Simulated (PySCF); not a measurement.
C$_{4}$H$_{6}$O$_{4}$Zn, charge +1, doublet (typed; the unrestricted solution is spin-contaminated), at a GFN2-xTB geometry (such geometries of metal compounds can be far from the true shape) (a state made from the parent by changing its charge; the spin is typed, not shown lowest); B3LYP/STO-3G in PySCF.

The PySCF input:
```python
from pyscf import gto, scf, dft

mol = gto.M(
    atom='''
Zn   -0.00526764    0.00541762    0.00407938
C     0.09603319    2.30987692   -2.99729817
C     0.05958304    1.37652557   -1.78733793
O    -0.48074607    0.27209721   -1.91679281
O     0.56473923    1.77006141   -0.72965432
H     0.97269638    2.95034303   -2.91975243
H     0.09750893    1.70882232   -3.90472554
H    -0.81419561    2.91199958   -2.94731222
C    -0.08473146   -2.32490459    2.98585946
C    -0.04847619   -1.37930290    1.78557697
O    -0.99280301   -0.59614818    1.63171913
O     0.91760629   -1.44373053    1.01676299
H     0.93698966   -2.52487476    3.30410372
H    -0.68561149   -1.87319019    3.77283590
H    -0.55418159   -3.24703751    2.63538721
''',
    basis='sto-3g',
    charge=1,
    spin=1,
    verbose=4,
    symmetry=True,
)

mf = dft.UKS(mol)
mf.xc = 'b3lyp'
mf.kernel()
mf.analyze()
```

The log (banner, timings and long lists left out):

```
PySCF version 2.14.0

[INPUT] verbose = 4
[INPUT] num. atoms = 15
[INPUT] num. electrons = 91
[INPUT] charge = 1
[INPUT] spin (= nelec alpha-beta = 2S) = 1
[INPUT] symmetry True subgroup None
[INPUT] Mole.unit = angstrom
[INPUT] Symbol           X                Y                Z      unit          X                Y                Z       unit  Magmom
[...]
nuclear repulsion = 746.195669507943
point group symmetry = C1
symmetry origin: [0. 0. 0.]
symmetry axis x: [1. 0. 0.]
symmetry axis y: [0. 1. 0.]
symmetry axis z: [0. 0. 1.]
num. orbitals of irrep A = 64
number of shells = 38
number of NR pGTOs = 192
number of NR cGTOs = 64
basis = sto-3g
ecp = {}

******** <class 'pyscf.dft.uks.UKS'> ********
method = UKS
initial guess = minao
damping factor = 0
level_shift factor = 0
DIIS = <class 'pyscf.scf.diis.CDIIS'>
diis_start_cycle = 1
diis_space = 8
diis_damp = 0
SCF conv_tol = 1e-09
SCF conv_tol_grad = None
SCF max_cycles = 50
direct_scf = True
direct_scf_tol = 1e-13
number electrons alpha = 46  beta = 45
XC library pyscf.dft.libxc version 7.1.2
    S. Lehtola, C. Steigemann, M. J. T. Oliveira, and M. A. L. Marques,  SoftwareX 7, 1–5 (2018)
XC functionals = b3lyp
    P. J. Stephens, F. J. Devlin, C. F. Chabalowski, and M. J. Frisch,  J. Phys. Chem. 98, 11623 (1994)
radial grids:
    Treutler-Ahlrichs [JCP 102, 346 (1995); DOI:10.1063/1.469408] (M4) radial grids

becke partition: Becke, JCP 88, 2547 (1988); DOI:10.1063/1.454033
pruning grids: <function nwchem_prune>
grids dens level: 3
symmetrized grids: True
atomic radii adjust function: <function treutler_atomic_radii_adjust>
small_rho_cutoff = 0
Set gradient conv threshold to 3.16228e-05
tot grids = 192288
init E= -2209.33283381933

cycle= 1 E= -2178.54891350742  delta_E= 30.8  |g|= 3.93  |ddm|= 5.76
cycle= 2 E= -2199.73150710315  delta_E= -21.2  |g|= 1.37  |ddm|= 6.43

cycle= 3 E= -2158.5264902521  delta_E= 41.2  |g|=  4.4  |ddm|= 10.3
cycle= 4 E= -2160.15681607039  delta_E= -1.63  |g|= 4.12  |ddm|=  4.4
cycle= 5 E= -2159.01976511323  delta_E= 1.14  |g|= 4.07  |ddm|=  6.2

cycle= 6 E= -2160.25888022416  delta_E= -1.24  |g|= 4.26  |ddm|= 1.98

cycle= 7 E= -2160.4046701021  delta_E= -0.146  |g|= 4.27  |ddm|= 0.317

cycle= 8 E= -2161.93091384693  delta_E= -1.53  |g|=  4.3  |ddm|= 4.43
cycle= 9 E= -2160.15985504057  delta_E= 1.77  |g|= 4.26  |ddm|= 4.87

cycle= 10 E= -2159.43500363704  delta_E= 0.725  |g|= 4.24  |ddm|= 0.653

cycle= 11 E= -2174.61721256899  delta_E= -15.2  |g|= 2.96  |ddm|= 10.6
cycle= 12 E= -2109.7820390419  delta_E= 64.8  |g|= 5.35  |ddm|=   14
cycle= 13 E= -2199.13963383578  delta_E= -89.4  |g|= 3.14  |ddm|= 13.2
cycle= 14 E= -2203.86176205797  delta_E= -4.72  |g|= 1.93  |ddm|= 5.11

cycle= 15 E= -2209.06173844597  delta_E= -5.2  |g|= 0.662  |ddm|=  3.3
cycle= 16 E= -2209.26718380323  delta_E= -0.205  |g|= 0.409  |ddm|= 1.21
cycle= 17 E= -2209.30934018767  delta_E= -0.0422  |g|= 0.311  |ddm|= 0.459
cycle= 18 E= -2209.32590165732  delta_E= -0.0166  |g|= 0.269  |ddm|= 0.259
cycle= 19 E= -2208.91007281454  delta_E= 0.416  |g|= 0.877  |ddm|= 1.78
cycle= 20 E= -2209.3903713793  delta_E= -0.48  |g|= 0.106  |ddm|= 1.24
cycle= 21 E= -2209.39860531628  delta_E= -0.00823  |g|= 0.0367  |ddm|= 0.167
cycle= 22 E= -2209.39964114528  delta_E= -0.00104  |g|= 0.0207  |ddm|= 0.0734
cycle= 23 E= -2209.40030410362  delta_E= -0.000663  |g|= 0.0123  |ddm|= 0.091
cycle= 24 E= -2209.40043311074  delta_E= -0.000129  |g|= 0.00987  |ddm|= 0.0322
cycle= 25 E= -2209.4005609464  delta_E= -0.000128  |g|= 0.00826  |ddm|= 0.0383
cycle= 26 E= -2209.40068790191  delta_E= -0.000127  |g|= 0.00603  |ddm|= 0.062
cycle= 27 E= -2209.4007165916  delta_E= -2.87e-05  |g|= 0.00305  |ddm|= 0.0238
cycle= 28 E= -2209.40072109997  delta_E= -4.51e-06  |g|= 0.00141  |ddm|= 0.0175
cycle= 29 E= -2209.40072708476  delta_E= -5.98e-06  |g|= 0.00122  |ddm|= 0.0171
cycle= 30 E= -2209.40072856942  delta_E= -1.48e-06  |g|= 0.000517  |ddm|= 0.00384
[...]
SCF not converged.
Total Energy =                       -2209.400710103761412
[...]
spin_pop of  0 Zn 2px      -0.00000
spin_pop of  0 Zn 2py      -0.00000
spin_pop of  0 Zn 2pz      -0.00000
spin_pop of  0 Zn 3px       0.00013
spin_pop of  0 Zn 3py       0.00017
spin_pop of  0 Zn 3pz       0.00020
spin_pop of  0 Zn 4px       0.01643
spin_pop of  0 Zn 4py       0.00227
spin_pop of  0 Zn 4pz       0.00390
spin_pop of  0 Zn 3dxy      0.29981
spin_pop of  0 Zn 3dyz      0.21861
spin_pop of  0 Zn 3dz^2     0.16288
spin_pop of  0 Zn 3dxz      0.52377
spin_pop of  0 Zn 3dx2-y2    0.06853
spin_pop of  1 C 1s       -0.00000
spin_pop of  1 C 2s       -0.00230
spin_pop of  1 C 2px      -0.00056
spin_pop of  1 C 2py      -0.00526
spin_pop of  1 C 2pz      -0.00746
spin_pop of  2 C 1s        0.00000
spin_pop of  2 C 2s        0.00174
spin_pop of  2 C 2px       0.00515
spin_pop of  2 C 2py       0.00243
spin_pop of  2 C 2pz       0.00210
spin_pop of  3 O 1s       -0.00000
spin_pop of  3 O 2s       -0.00179
spin_pop of  3 O 2px      -0.00120
spin_pop of  3 O 2py      -0.01107
spin_pop of  3 O 2pz      -0.03283
spin_pop of  4 O 1s       -0.00000
spin_pop of  4 O 2s       -0.00182
spin_pop of  4 O 2px      -0.00161
spin_pop of  4 O 2py      -0.02128
spin_pop of  4 O 2pz      -0.02224
spin_pop of  5 H 1s        0.00047
spin_pop of  6 H 1s        0.00047
spin_pop of  7 H 1s        0.00083
spin_pop of  8 C 1s       -0.00000
spin_pop of  8 C 2s       -0.00177
spin_pop of  8 C 2px      -0.00045
spin_pop of  8 C 2py      -0.00454
spin_pop of  8 C 2pz      -0.00551
spin_pop of  9 C 1s        0.00000
spin_pop of  9 C 2s        0.00131
spin_pop of  9 C 2px       0.00126
spin_pop of  9 C 2py       0.00149
spin_pop of  9 C 2pz       0.00152
spin_pop of  10 O 1s       -0.00000
spin_pop of  10 O 2s       -0.00165
spin_pop of  10 O 2px      -0.00160
spin_pop of  10 O 2py      -0.01170
spin_pop of  10 O 2pz      -0.02969
spin_pop of  11 O 1s       -0.00000
spin_pop of  11 O 2s       -0.00158
spin_pop of  11 O 2px      -0.00083
spin_pop of  11 O 2py      -0.01846
spin_pop of  11 O 2pz      -0.02124
spin_pop of  12 H 1s        0.00023
spin_pop of  13 H 1s        0.00024
spin_pop of  14 H 1s        0.00039
 ** Mulliken Spin Density (per atom)  **
spin density of  0 Zn =      1.18880
spin density of  1 C =     -0.01558
spin density of  2 C =      0.01143
spin density of  3 O =     -0.04689
spin density of  4 O =     -0.04694
spin density of  5 H =      0.00047
spin density of  6 H =      0.00047
spin density of  7 H =      0.00083
spin density of  8 C =     -0.01227
spin density of  9 C =      0.00557
spin density of  10 O =     -0.04463
spin density of  11 O =     -0.04212
spin density of  12 H =      0.00023
spin density of  13 H =      0.00024
spin density of  14 H =      0.00039
 ** Mulliken pop alpha/beta on meta-lowdin orthogonal AOs **
 ** Mulliken pop       alpha | beta **
In total            46.00000 | 45.00000
 ** Mulliken atomic charges   ( Nelec_alpha | Nelec_beta ) **
charge of  0Zn =      1.49389  (    14.84745     13.65865 )
charge of  1C =     -0.15284  (     3.06863      3.08421 )
charge of  2C =      0.19130  (     2.91006      2.89864 )
charge of  3O =     -0.28391  (     4.11851      4.16540 )
charge of  4O =     -0.28441  (     4.11873      4.16568 )
charge of  5H =      0.09156  (     0.45446      0.45398 )
charge of  6H =      0.09153  (     0.45447      0.45400 )
charge of  7H =      0.09443  (     0.45320      0.45237 )
charge of  8C =     -0.15195  (     3.06984      3.08211 )
charge of  9C =      0.19296  (     2.90631      2.90073 )
charge of  10O =     -0.27858  (     4.11697      4.16160 )
charge of  11O =     -0.28082  (     4.11935      4.16147 )
charge of  12H =      0.09155  (     0.45434      0.45411 )
charge of  13H =      0.09125  (     0.45450      0.45426 )
charge of  14H =      0.09403  (     0.45318      0.45279 )

WARN: System has nonzero charge 1; the dipole moment is origin-dependent.
Location of origin: [0. 0. 0.]

Dipole moment(X, Y, Z, Debye): -0.08185,  0.04216, -0.09131
```

The run did not converge; its last values are not results.
